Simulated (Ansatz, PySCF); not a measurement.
H₂MgOSe, singlet, at a GFN2-xTB geometry (such geometries of metal compounds can be far from the true shape), with bond 3-2 at 1.8 times its length. Base run: CASSCF(4,3)/6-31G (PySCF).

PySCF was given this input:
```python
from pyscf import gto, scf, mcscf
import numpy

mol = gto.M(
    atom='''
Mg    0.89902120   -0.75009780   -0.18099896
O     2.15563891   -1.84660381   -0.35303935
H     3.43107731   -2.96608566   -0.51661536
Se   -0.87419050    0.76397967    0.11770526
H    -1.17510445    0.26723355    1.43823832
''',
    basis='6-31g',
    verbose=4,
)

mf = scf.RHF(mol)
mf.kernel()
mc = mcscf.CASSCF(mf, 3, 4)
mc.fix_spin_(ss=0.0)
mc.kernel()
occ = numpy.linalg.eigvalsh(mc.fcisolver.make_rdm1(mc.ci, mc.ncas, mc.nelecas))[::-1]
ss = mc.fcisolver.spin_square(mc.ci, mc.ncas, mc.nelecas)[0]
print('natural occupations', occ.round(4), ' <S^2>', round(ss, 4))
```

Programs used: Ansatz (a program for electronic structure), PySCF; a row that names a program was run with it.

The base run was repeated with changes; each row names its change, and settings that it needs were set with it.

```csv
change,ΔE vs base (mEh),natural occupations,<S^2> of the state
base,0.000,2.00 1.98 0.02,0.00
orbitals = fixed (CASCI); correction = SC-NEVPT2,-382.9,2.00 2.00 0.00,0.00
start = MP2 natural orbitals,-62.476,2.00 1.77 0.23,0.00
solver = newton,-0.467,2.00 1.98 0.02,0.00
"active space = 6 electrons, 6 orbitals",-121.6,1.98 1.98 1.83 0.17 0.02 0.02,0.00
correction = SC-NEVPT2,-386.2,2.00 1.98 0.02,0.00
conv_tol = 1e-5,0.056,2.00 1.98 0.02,0.00
code = ansatz,-66.141,-,-
"active space = 8 electrons, 9 orbitals",-171.0,1.99 1.97 1.97 1.82 0.18 0.03 0.03 0.01 0.01,0.00
fix_spin_ = off,0.000,2.00 1.98 0.02,0.00
state_average = 2 states,10.443,-,-
```

Active orbitals are taken around the Fermi level unless the row says otherwise; CASSCF can end in different local minima, and two programs can end on different orbitals. State-averaged rows give the lowest state.
